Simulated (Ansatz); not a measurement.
`C#[C][GeH2][CH3]` + CH₃NH₂ → `C[NH][GeH2][CH3]` + `C#C` at 600 K and 1 bar (ligand exchange at a Ge–C bond).

Program: Ansatz. Geometries: PBE0-D4/def2-TZVP. ΔE: electronic, gas phase. CCSD(T)/CBS adds triple-zeta CCSD(T) − MP2 to the extrapolated MP2 energy (def2 sets, frozen cores). This one scheme is used for every species. For Ge outer-core shells are correlated without core-valence functions, which leaves a few kJ/mol of doubt a bond. Scalar relativity is left out up to krypton. Each species was taken in one conformer, which may not be the lowest.

```csv
species,CCSD(T)/CBS energy (Eh),H − E (kJ/mol),S (J/(mol·K))
`C#[C][GeH2][CH3]`,-2193.82018,244.8,416.9
CH₃NH₂,-95.75281,199.3,283.8
`C[NH][GeH2][CH3]`,-2212.33836,345.3,450.6
`C#C`,-77.22717,96.2,235.4
```

H − E and S are ideal-gas, rigid-rotor, harmonic terms from PBE0-D4/def2-TZVP, for one conformer and one mirror image of each species. 1 Eh = 2625.50 kJ/mol, R = 8.31446 J/(mol·K).

**Question.** By hand: ΔE, ΔH, ΔS and ΔG.

**Answer.** ΔE = (-2212.33836) + (-77.22717) − (-2193.82018) − (-95.75281) = 0.00746 Eh = 19.6 kJ/mol. Δ(H − E) = 345.3 + 96.2 − 244.8 − 199.3 = -2.6, so ΔH = 17.0 kJ/mol. ΔS = 450.6 + 235.4 − 416.9 − 283.8 = -14.7 J/(mol·K). ΔG = 17.0 − 600 × (-14.7)/1000 = 25.8 kJ/mol.

**Question.** By hand: the equilibrium constant, and the temperature at which ΔG would vanish if ΔH and ΔS stayed fixed.

**Answer.** log₁₀ K = −ΔG/(RT ln 10) = -2.2. ΔH and −TΔS have one sign here, so there is no such temperature.

TΔS isn't small against ΔH here. A doubt of 5 kJ/mol in ΔE shifts log₁₀ K by 0.4 here. Other conformers and mirror images would add mixing entropy, several J/(mol·K) or more a flexible species. These are equilibria of isolated gas molecules and say nothing of rates. Largest T1 diagnostic: 0.013 (customary marks: 0.02 for closed shells, 0.045 for open ones).
